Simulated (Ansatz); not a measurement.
Abridged output of a molecular run in Ansatz:

```
Functional definition: HF
1159 factors; integrals over basis functions are off by at most 1.2e-3 eV
mean field evaluation 1: about -22894.1194 eV, gradient 3.2e1 eV
mean field evaluation 2: about -22894.1243 eV, gradient 3.2e1 eV
mean field evaluation 4: about -22896.6782 eV, gradient 4.1e0 eV
mean field evaluation 8: about -22896.7244 eV, gradient 1.6e-4 eV
mean field -22896.72438328 eV, -841.4391011284 hartree, gradient 2.2e-6 eV, S^2 0.000000; 0 other end points of the search recorded, 0 dependent functions left out
13 core orbitals not correlated: weight in the atoms' cores, before any rotation towards them, 1.000 or more for the frozen orbitals, at most 0.000 for the correlated occupied ones
reference -22896.72438328 eV, -841.4391011284 hartree; 16, 16 occupied and 89, 89 virtual orbitals, 1159 factors
second order -19.05018817 eV of doubles, -0.00000000 eV of singles
cycle   1  -20.13986925 eV  change    -1.1e0 eV  update   9.9e-2
cycle   2  -20.68992795 eV  change   -5.5e-1 eV  update   2.9e-2
cycle   3  -20.80008223 eV  change   -1.1e-1 eV  update   1.4e-2
cycle   4  -20.79812133 eV  change    2.0e-3 eV  update   3.0e-3
cycle   5  -20.79781151 eV  change    3.1e-4 eV  update   1.2e-3
cycle   6  -20.79791062 eV  change   -9.9e-5 eV  update   3.8e-4
cycle   7  -20.79774047 eV  change    1.7e-4 eV  update   1.4e-4
cycle   8  -20.79770924 eV  change    3.1e-5 eV  update   4.4e-5
cycle   9  -20.79771359 eV  change   -4.4e-6 eV  update   1.5e-5
perturbative correction -0.55869273 eV, -0.0205315791 hartree
Total energy: -22918.08078960 eV, -842.2239345848 hartree
```

Its atoms:

Z-matrix (Å, degrees):
```
C
O 1 1.411
H 1 1.091 2 108.1
H 1 1.095 2 111.4 3 119.6
H 1 1.096 2 111.3 3 -119.2
Si 2 1.640 1 123.0 3 -177.4
S 6 2.121 2 113.3 1 60.5
H 6 1.487 2 111.6 1 -56.7
H 6 1.481 2 104.2 1 -178.7
C 7 1.818 6 99.4 2 64.4
H 10 1.089 7 111.1 6 -61.5
H 10 1.089 7 106.9 6 179.6
H 10 1.090 7 110.8 6 60.9
```

**Question.** Which basis set was used?
A. def2-SVPD
B. def2-TZVPPD
C. cc-pV(Q+d)Z
D. def2-SVP

**Answer.** D. It gives 118 functions.

**Question.** Write the keys of the input that set method, charge and spin (a neutral closed shell needs none for the last two).

**Answer.** 
```yaml
correlation: {method: ccsd_t}
```
